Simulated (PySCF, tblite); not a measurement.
Compound: C8H12NP.
Structure used (GFN2-xTB), in Å, numbered top down from 1:
```xyz
22
C8H12NP angstrom
C      3.664   -0.341   -1.060
C      2.271   -0.283   -0.511
C      1.215    0.045   -1.359
N     -0.052    0.154   -1.019
C     -0.489   -0.041    0.203
C     -1.974    0.127    0.417
C     -2.736   -0.879   -0.444
C     -2.385    1.559    0.075
P      0.484   -0.481    1.600
C      2.037   -0.535    0.829
H      4.116    0.652   -1.024
H      3.656   -0.670   -2.097
H      4.286   -1.016   -0.476
H      1.415    0.234   -2.408
H     -2.193   -0.066    1.475
H     -3.808   -0.775   -0.291
H     -2.509   -0.709   -1.493
H     -2.445   -1.896   -0.186
H     -1.844    2.268    0.700
H     -3.451    1.696    0.236
H     -2.152    1.767   -0.966
H      2.883   -0.790    1.460
```

Theory: PBE0/pcSseg-1 in PySCF (dipole) on a GFN2-xTB geometry, gas phase.

Masses are those of the commonest isotopes; rigid-rotor values at the optimised geometry. The values belong to one conformer with, in the numbering `[CH3:1][c:2]1[cH:3][n:4][c:5]([CH:6]([CH3:7])[CH3:8])[p:9][cH:10]1`, N4–C5–C6–C7 61°.

Q: Give the principal moments of inertia and the rotational constants in MHz.

A: Ia = 221.26, Ib = 678.63, Ic = 788.94 u·Å²; 505379 MHz·u·Å²/I gives A = 2284, B = 744.7, C = 640.6 MHz.

Q: What kind of rotor is it?

A: An asymmetric top. Ray's parameter κ = (2B − A − C)/(A − C) = -0.873; −1 is the prolate and +1 the oblate limit.

Q: Is it planar, by Δ = Ic − Ia − Ib?

A: Not planar: Δ = Ic − Ia − Ib = -110.95 u·Å². For a rigid frame Δ = −2 Σ m c², so Σ m c² = 55.48 u·Å² lies off the ab plane: 17.45 from hydrogen and 38.03 from heavier atoms. The atom farthest from that plane is 2.15 Å away.

Q: List the rotational levels J(Ka,Kc) to J = 4 (MHz).

A: Above 0(0,0):
J = 1: 1(0,1) 1385, 1(1,1) 2925, 1(1,0) 3029
J = 2: 2(0,2) 4151, 2(1,2) 5591, 2(1,1) 5904, 2(2,1) 10522, 2(2,0) 10527
J = 3: 3(0,3) 8286, 3(1,3) 9588, 3(1,2) 10212, 3(2,2) 14678, 3(2,1) 14703, 3(3,1) 22638, 3(3,0) 22638
J = 4: 4(0,4) 13777, 4(1,4) 14911, 4(1,3) 15951, 4(2,3) 20215, 4(2,2) 20290, 4(3,2) 28189, 4(3,1) 28190, 4(4,1) 39320, 4(4,0) 39320
Those of J = 1 are B + C, A + C and A + B.

Q: Which types of transition are allowed, and where do some lines up to J = 4 fall?

A: The dipole components are |μa| = 1.78 D, |μb| = 0.34 D, |μc| = 0.06 D. The squared components, which scale the intensities, stand as 1.00 : 0.04 : 0.00 (a : b : c). Some lines, for components of 0.1 D or more:

```json
{"type": "a", "branch": "Q", "J(Ka,Kc)": "2(1,1) ← 2(1,2)", "MHz": "312", "lower level (cm⁻¹)": "0.187"}
{"type": "a", "branch": "Q", "J(Ka,Kc)": "4(1,3) ← 4(1,4)", "MHz": "1040", "lower level (cm⁻¹)": "0.497"}
{"type": "b", "branch": "Q", "J(Ka,Kc)": "2(1,1) ← 2(0,2)", "MHz": "1753", "lower level (cm⁻¹)": "0.138"}
{"type": "a", "branch": "R", "J(Ka,Kc)": "3(1,3) ← 2(1,2)", "MHz": "3997", "lower level (cm⁻¹)": "0.187"}
{"type": "a", "branch": "R", "J(Ka,Kc)": "3(2,1) ← 2(2,0)", "MHz": "4176", "lower level (cm⁻¹)": "0.351"}
{"type": "a", "branch": "R", "J(Ka,Kc)": "4(0,4) ← 3(0,3)", "MHz": "5491", "lower level (cm⁻¹)": "0.276"}
{"type": "a", "branch": "R", "J(Ka,Kc)": "4(3,2) ← 3(3,1)", "MHz": "5551", "lower level (cm⁻¹)": "0.755"}
{"type": "a", "branch": "R", "J(Ka,Kc)": "4(2,2) ← 3(2,1)", "MHz": "5588", "lower level (cm⁻¹)": "0.490"}
{"type": "a", "branch": "R", "J(Ka,Kc)": "4(1,3) ← 3(1,2)", "MHz": "5739", "lower level (cm⁻¹)": "0.341"}
{"type": "b", "branch": "R", "J(Ka,Kc)": "3(3,0) ← 2(2,1)", "MHz": "12116", "lower level (cm⁻¹)": "0.351"}
```

Its GFN2-xTB frequencies are all real (lowest 23 cm⁻¹). Constants of a rigid frame at the computed geometry: no zero-point averaging, no centrifugal distortion. A rigid rotor knows nothing of internal rotation, which can split or shift real lines. Quadrupole hyperfine structure (14N) is left out.

Time: 70 s wall (with the writing of density and orbital grids); peak memory 1.1 GiB. Hardware: one thread of an Intel Xeon Platinum 8375C at 2.90 GHz, shared host. This is the PBE0/pcSseg-1 job that gave the dipole, with the shieldings it also computed.
